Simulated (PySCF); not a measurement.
Te (tellurium, neutral): r2SCAN calculation

Configuration: [Kr] 4d10 5s1 5p4 6s1, high-spin 5P determinant (an excited configuration). All numbers are calculated (PySCF 2.14, a scalar-relativistic core potential, in aug-cc-pwCVDZ-PP with ECP28MDF).

```
Total energy                                                  : -267.5329 hartree
One-electron energy                                           : -462.3475 hartree
Hartree (Coulomb) energy                                      : 215.5187 hartree
Exchange-correlation energy                                   : -20.7042 hartree
⟨S²⟩                                                          : 6.0053
⟨L²⟩                                                          : 2.032
Sum of ⟨r⟩                                                    : 33.68 bohr
Sum of ⟨r²⟩                                                   : 81.49 bohr²
Traceless quadrupole moment −½Σ⟨3z² − r²⟩ along its main axis : -1.97 e·bohr²
```

```tsv
shell	electrons	mean orbital energy (eV)	spread (eV)	rms radius, mean of both spins (bohr)
4s α	1	-174.69	0	0.819
4s β	1	-174.34	0	0.819
4p α	3	-123.73	0.541	0.881
4p β	3	-123.39	0.414	0.881
4d α	5	-47.599	0.612	1.05
4d β	5	-46.973	0.394	1.05
5s α	1	-21.097	0	2.15
5p α	3	-10.644	1.197	2.67
5p β	1	-8.056	0	2.67
6s α	1	-1.867	0	5.60
```

Energies and moments cover only the electrons outside the core potential. The outer electron is Rydberg-like, and this basis confines it to a smaller radius and binds it less than a complete one would.
